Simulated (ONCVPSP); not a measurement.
Cr, ONCV: configuration errors across variants

```json
{
  "Element": "Cr (Z = 24)",
  "Generator": "ONCVPSP 4.0.1",
  "Type": "optimised norm-conserving Vanderbilt (ONCV)",
  "Functional": "PW91",
  "Relativity": "fully relativistic",
  "Frozen core": "[Ne]",
  "Valence charge": "14",
  "Reference configuration": "3s2 3p6 3d5 4s0.5 (charge +0.5)",
  "Partial waves": "3s+4s: rc 1.30 bohr, ncon 4, nbas 7, qcut 11.5 1/bohr, 2 projectors; 3p: rc 1.15 bohr, ncon 4, nbas 7, qcut 14.2 1/bohr, 2 projectors, debl 3.6 Ha; 3d: rc 2.15 bohr, ncon 4, nbas 8, qcut 7.9 1/bohr, 1 projector",
  "Local potential": "polynomial inside 1.00 bohr (lpopt 4, dvloc0 0 Ha)",
  "Core correction": "none"
}
```

Open shells are filled in proportion to 2j + 1.

All-electron excitation energies from the reference (eV): (1) 3s2 3p6 3d5 4s1 -2.728; (2) 3s2 3p6 3d5 4s0 4.208; (3) 3s2 3p6 3d4 4s0 20.334; (4) 3s2 3p6 3d5 4s0 4p1 0.414.

4 further variants failed, have other tests or another functional or relativity, and are left out.

Errors AE − PS in meV (a dash: test not solved or not reliable):

```tsv
change	(1)	(2)	(3)	(4)	bound ghosts	GHOST(+) flags above zero
base	+1.7	+2.7	+3.9	-0.2	none	none
all radii scaled by about 0.83 (s 1.08, p 0.94, d 1.78 bohr); local potential polynomial inside 0.82 bohr (lpopt 4, dvloc0 0 Ha)	+0.8	+1.8	-1.8	0.0	none	none
d: nproj 2	+1.7	+2.8	+35	-0.1	none	none
s: rc 1.36	+1.7	+2.7	+3.9	-0.2	none	none
s: rc 1.52	+1.7	+2.7	+3.9	-0.2	none	none
```

Q: Give the same row for: s: qcut 8.2.

A: +1.7, +2.7, +4.0, -0.2; bound ghosts: none; GHOST(+) flags above zero: none.
